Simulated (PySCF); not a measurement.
# Working out the ionisation energy of Ni

Ni [Ar] 3d8 4s2 (3F) → Ni+ [Ar] 3d9 (2D). Computed with PySCF 2.14 in Sapporo-DKH3-DZP-2012, with the spin-free X2C one-electron Hamiltonian (Gaussian nucleus). Frozen: [Ar]. Energies in hartree (1 hartree = 27.21139 eV):

```tsv
part	Ni (lower)	Ni+ (upper)
UHF	-1519.062725	-1518.761816
MP2 opposite-spin	-0.169235	-0.195084
MP2 same-spin	-0.095678	-0.116159
```

Task: What does Hartree-Fock give?

Result: (-1518.761816) − (-1519.062725) = 0.300909 hartree = 8.188 eV.

Task: What do MP2 and SCS-MP2 (6/5 opposite-spin, 1/3 same-spin) give?

Result: The opposite-spin parts differ by -0.703 eV and the same-spin parts by -0.557 eV. MP2: 8.188 + (-0.703) + (-0.557) = 6.928 eV. SCS-MP2: 8.188 + 1.2 × (-0.703) + (-0.557)/3 = 7.159 eV.

Reference: 7.640 eV (measured; NIST Atomic Spectra Database, ionization energies), between the lowest levels; spin-orbit coupling is absent from the calculation.

A double-zeta basis recovers only part of the correlation energy.

What remains against the reference includes basis incompleteness, the frozen core and correlation beyond second order.
